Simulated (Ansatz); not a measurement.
`C[S][GeH2][Cl]`, charge 0, multiplicity 1.

Problem. Give a relaxed structure at PBE0-D4/def2-TZVP (the Gaussian-basis code of Ansatz). (Best estimate.)

Solution. Computed: 
```xyz
9

C    -1.426    0.615    0.055
S    -0.362   -0.092    1.344
Ge    1.316   -0.746    0.093
Cl    2.231    0.967   -0.861
H    -0.926    1.442   -0.448
H    -1.725   -0.142   -0.671
H    -2.315    0.991    0.561
H     2.366   -1.402    0.994
H     0.841   -1.633   -1.066
```
This is one stationary point; other conformers may exist.
